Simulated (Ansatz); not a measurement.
Ansatz (a program for electronic structure) input (CCSD(T,core; 1s of Na to Cl frozen)/cc-pwCVTZ):
A basis named .json is the Basis Set Exchange file of that set.

Ansatz 0.2 input:
```yaml
crystal:
  periodic: [false, false, false]
  atoms:
    - {symbol: Si, position_ang: [-0.07136741, -0.65899184, 0.07293053]}
    - {symbol: N, position_ang: [-1.33322230, 0.52945454, 0.00488061]}
    - {symbol: Si, position_ang: [-2.95931068, 0.42439046, 0.59277520]}
    - {symbol: N, position_ang: [1.44906690, 0.17308324, 0.13653075]}
    - {symbol: Si, position_ang: [2.95150207, -0.18953920, -0.65576651]}
    - {symbol: H, position_ang: [0.01966287, -1.52239634, -1.14546391]}
    - {symbol: H, position_ang: [-1.07771576, 1.39383212, -0.46043758]}
    - {symbol: H, position_ang: [-3.12098465, -0.91779325, 1.19304077]}
    - {symbol: H, position_ang: [-3.94851862, 0.60128005, -0.49864975]}
    - {symbol: H, position_ang: [-3.24167644, 1.46090656, 1.61706060]}
    - {symbol: H, position_ang: [1.50560262, 0.88009665, 0.86013474]}
    - {symbol: H, position_ang: [3.92778425, -0.85489202, 0.24228049]}
    - {symbol: H, position_ang: [2.65476431, -1.08417907, -1.79359996]}
    - {symbol: H, position_ang: [3.57863330, 1.06334907, -1.14339384]}
basis:
  gaussian:
    orbitals: cc-pwCVTZ.json
magnetization: {spin_polarized: true, initial_magnetization: 1}
correlation: {method: ccsd_t, frozen_orbitals: {H: 0, N: 0, Si: 1}}
```

Output:

```
Functional definition: HF
integrals: 9.46 GiB planned
2214 factors; integrals over basis functions are off by at most 8.4e-4 eV
2.70 GiB of device memory are held for the factors and their scratch space
mean field: 2.90 GiB planned
mean field evaluation 1: about -26691.7255 eV, gradient 3.3e1 eV
mean field evaluation 2: about -26691.7294 eV, gradient 3.3e1 eV
mean field evaluation 4: about -26697.0447 eV, gradient 3.6e0 eV
mean field evaluation 8: about -26697.1889 eV, gradient 2.2e-3 eV
mean field evaluation 16: about -26697.1832 eV, gradient 2.6e-1 eV
mean field -26697.18886674 eV, -981.1035948482 hartree, gradient 4.1e-6 eV, S^2 0.754479; 0 other end points of the search recorded, 0 dependent functions left out
3 core orbitals not correlated
reference -26697.18886674 eV, -981.1035948482 hartree; 30, 29 occupied and 356, 357 virtual orbitals, 2214 factors
second order -44.83892933 eV of doubles, -0.00000000 eV of singles
coupled cluster: 54.23 GiB planned
cycle   1  -45.86898245 eV  change    -1.0e0 eV  update   1.1e-1
cycle   2  -46.64016827 eV  change   -7.7e-1 eV  update   3.4e-2
cycle   3  -46.76880133 eV  change   -1.3e-1 eV  update   1.8e-2
cycle   4  -46.74873888 eV  change    2.0e-2 eV  update   5.9e-3
cycle   5  -46.74749006 eV  change    1.2e-3 eV  update   3.5e-3
cycle   6  -46.74983504 eV  change   -2.3e-3 eV  update   1.4e-3
cycle   7  -46.74976454 eV  change    7.1e-5 eV  update   5.9e-4
cycle   8  -46.74983939 eV  change   -7.5e-5 eV  update   2.2e-4
cycle   9  -46.74992540 eV  change   -8.6e-5 eV  update   7.8e-5
cycle  10  -46.74988879 eV  change    3.7e-5 eV  update   3.8e-5
perturbative correction -1.11400436 eV, -0.0409389050 hartree
Total energy: -26745.05275989 eV, -982.8625604782 hartree
```

It need not be the lowest isomer of its formula.
